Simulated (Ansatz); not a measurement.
Calculation: frozen-core CCSD(T)/def2-TZVPP // B3LYP-D3(BJ)/def2-SVP in Ansatz (a first-principles code).

Ansatz 0.2 input:
```yaml
crystal:
  periodic: [false, false, false]
  atoms:
    - { symbol: In, position_ang: [0.298019, 0.154247, 0.289309] }
    - { symbol: C, position_ang: [-0.509785, -0.934868, 2.027981] }
    - { symbol: H, position_ang: [-1.561041, -0.662323, 2.216201] }
    - { symbol: H, position_ang: [0.06419, -0.691059, 2.936568] }
    - { symbol: H, position_ang: [-0.451296, -2.025505, 1.880232] }
    - { symbol: C, position_ang: [2.056484, -0.659517, -0.762966] }
    - { symbol: H, position_ang: [1.994403, -1.756052, -0.855537] }
    - { symbol: H, position_ang: [2.980119, -0.424661, -0.209658] }
    - { symbol: H, position_ang: [2.154463, -0.227381, -1.772151] }
    - { symbol: C, position_ang: [-0.219228, 2.281067, 0.023285] }
    - { symbol: H, position_ang: [0.434405, 2.917241, 0.641724] }
    - { symbol: H, position_ang: [-1.260223, 2.481068, 0.325063] }
    - { symbol: H, position_ang: [-0.091766, 2.594647, -1.025653] }
    - { symbol: N, position_ang: [-1.355559, -0.697555, -1.316863] }
    - { symbol: H, position_ang: [-2.28452, -0.313865, -1.135661] }
    - { symbol: H, position_ang: [-1.430324, -1.715075, -1.271176] }
    - { symbol: H, position_ang: [-1.104532, -0.451811, -2.275832] }
basis:
  gaussian: { orbitals: def2-TZVPP }
correlation:
  method: ccsd_t
```

Output:

```
Functional definition: HF
2134 factors; integrals over basis functions are off by at most 1.2e-3 eV
mean field evaluation 1: about -9907.4046 eV, gradient 5.0e1 eV
mean field evaluation 2: about -9907.4660 eV, gradient 5.0e1 eV
mean field evaluation 4: about -9913.4681 eV, gradient 3.7e0 eV
mean field evaluation 8: about -9913.5310 eV, gradient 2.4e-1 eV
mean field evaluation 16: about -9912.2530 eV, gradient 2.3e1 eV
mean field -9913.53129137 eV, -364.3155553249 hartree, gradient 2.0e-6 eV, S^2 0.000000; 0 other end points of the search recorded, 0 dependent functions left out
8 core orbitals not correlated
reference -9913.53129137 eV, -364.3155553249 hartree; 21, 21 occupied and 313, 313 virtual orbitals, 2134 factors
second order -29.55053532 eV of doubles, -0.00000000 eV of singles
cycle   1  -30.05920378 eV  change   -5.1e-1 eV  update   1.1e-1
cycle   2  -30.74387830 eV  change   -6.8e-1 eV  update   3.0e-2
cycle   3  -30.85912114 eV  change   -1.2e-1 eV  update   1.4e-2
cycle   4  -30.85184673 eV  change    7.3e-3 eV  update   3.3e-3
cycle   5  -30.85179564 eV  change    5.1e-5 eV  update   1.4e-3
cycle   6  -30.85196357 eV  change   -1.7e-4 eV  update   3.8e-4
cycle   7  -30.85174252 eV  change    2.2e-4 eV  update   1.3e-4
cycle   8  -30.85174055 eV  change    2.0e-6 eV  update   4.4e-5
perturbative correction -1.10501857 eV, -0.0406086835 hartree
Total energy: -9945.48805049 eV, -365.4899445617 hartree
```

Cost: very roughly 70 core-minutes.
